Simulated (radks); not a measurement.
Question: All-electron atom: Hg2+ in [Xe] 4f14 5d10. Method: Dirac Kohn-Sham, PW91, spin-unpolarised, spherical densities, finite nucleus; Fermi nuclear charge, rms radius 5.4648 fm; computed with a radial shooting solver on a logarithmic mesh with Libxc functionals. Some entries of the table are withheld. Estimate them.

orbital  occ.  eigenvalue (eV)  r(max) (bohr)
1s1/2       2        -83021.95        0.01022
2s1/2       2        -14718.99        0.05937
2p1/2       2        -14128.19        0.04361
2p3/2       4        -12180.10        0.05110
3s1/2       2        -3507.124         0.1670
3p1/2       2        -3239.808         0.1558
3p3/2       4        -2808.327         0.1709
3d3/2       4        -2363.747         0.1330
3d5/2       6        -2271.287         0.1372
4s1/2       2        -785.9552         0.3762
4p1/2       2        -671.1294         0.3742
4p3/2       4        -566.9192         0.4053
4d3/2       4        -378.7732         0.3976
4d5/2       6        -359.3437         0.4071
5s1/2       2        -137.1218         0.8287
4f5/2       6        -117.2432         0.3643
4f7/2       8        -113.0491         0.3688
5p1/2       2              (1)         0.8734
5p3/2       4              (2)         0.9527
5d3/2       4         -30.0260          1.140
5d5/2       6         -28.1018          1.177
6s1/2       0              (3)          2.081
6p1/2       0         -16.2372          2.460
6p3/2       0         -14.5676          2.730

Answer: 
(1) 5p1/2 eigenvalue (eV): -99.2245
(2) 5p3/2 eigenvalue (eV): -80.9524
(3) 6s1/2 eigenvalue (eV): -23.4563
